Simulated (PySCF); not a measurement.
**How methods differ on the interval between two levels of Se(3+)**

Se(3+) [Ar] 3d10 4s2 4p1 [2P3/2, M_J = 3/2] → Se(3+) [Ar] 3d10 4s1 4p1 5s1 [4P5/2, M_J = 5/2], as a difference of total energies. Calculation: PySCF 2.14, in x2c-TZVPall-2c with one added diffuse shell each of s, p, d type (7s8p5d1f, 63 functions); the two-component X2C-1e Hamiltonian. Correlated levels: [Ne] frozen. "Screened" scales the spin-orbit matrix elements by Boettger's factors to mimic the two-electron term; Breit and QED terms are absent.

| method | interval between two levels (cm⁻¹) |
| --- | --- |
| GHF (spin-free) | 231920 |
| GMP2 (spin-free) | 241610 |
| GHF (screened spin-orbit) | 232110 |
| GMP2 (screened spin-orbit) | 241810 |

The labels give the starting determinants; with spin-orbit coupling the two ends relaxed to ⟨J²⟩ = 3.76, ⟨L²⟩ = 2.01, ⟨S²⟩ = 0.75 and ⟨J²⟩ = 8.76, ⟨L²⟩ = 2.02, ⟨S²⟩ = 3.75.
